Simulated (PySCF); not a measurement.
# Bond length, frequency and bond energy of TiCl⁻ by level of theory

State: triplet, unpaired electrons π ↑, δ ↑, a mixture of terms (⟨Lz²⟩ = 4.8). Set-up: Ti def2-TZVPPD, Cl def2-TZVPPD; no relativity (PySCF 2.14). De refers to Ti (3d2 4s2) + Cl⁻ in their high-spin ground configurations, without counterpoise correction. The functionals are run spin-unrestricted. A positive dipole points towards Cl; it is taken about the centre of mass and depends on that origin. Levels whose curve was spin-contaminated or gave no clean fit are not listed.

| Level | Re (Å) | ωe (cm⁻¹) | De (eV) | μ (D) |
| --- | --- | --- | --- | --- |
| ROHF | 2.505 | 275 | n/a | 3.20 |
| ROHF-MP2 | 2.403 | 301 | n/a | n/a |
| ROHF-SCS-MP2 | 2.430 | 293 | n/a | n/a |
| LDA | 2.258 | 360 | n/a | 2.91 |
| PBE | 2.327 | 325 | n/a | 3.10 |
| BLYP | 2.362 | 309 | n/a | 2.54 |
| BP86 | 2.330 | 324 | n/a | 3.05 |
| PBE0 | 2.360 | 319 | n/a | 3.10 |
| HSE06 | 2.360 | 319 | n/a | 3.02 |
| MN15 | 2.340 | 330 | n/a | 2.46 |
| M06-2X | 2.404 | 307 | n/a | 2.34 |

(1) What does a quarter of exact exchange do here, going from PBE to PBE0?

(2) What does the gradient correction do here, going from LDA to PBE?

Correlated steps freeze 10 core orbitals. De is left out where the level can put another filling of the metal’s s and d shells below the measured ground configuration, by anything from nothing to about 1 eV. The highest Kohn–Sham level is positive in this anion. Much of that is self-interaction error, but it also means that the finite basis helps to hold the extra electron. The state is the lowest single determinant that the PBE0 search found; with open d or f shells the true ground state can be another one.

The whole job (state search and all levels along the bond) took about 17 min on 2 threads of Intel Xeon Platinum 8259CL @ 2.50GHz (shared host), peak memory 3.9 GiB.

Answers

(1) PBE0 less PBE: +3.3 pm in Re, -1.8 % in ωe. Exact exchange removes part of the self-interaction that spreads semilocal densities, and in most molecules shortens and stiffens the bond and lowers De; here Re and ωe go the other way.

(2) PBE less LDA: +6.9 pm in Re, -9.7 % in ωe. The gradient correction favours the more uneven density of free atoms, so it tends to lengthen bonds and takes away much of the overbinding of LDA; so it does here.
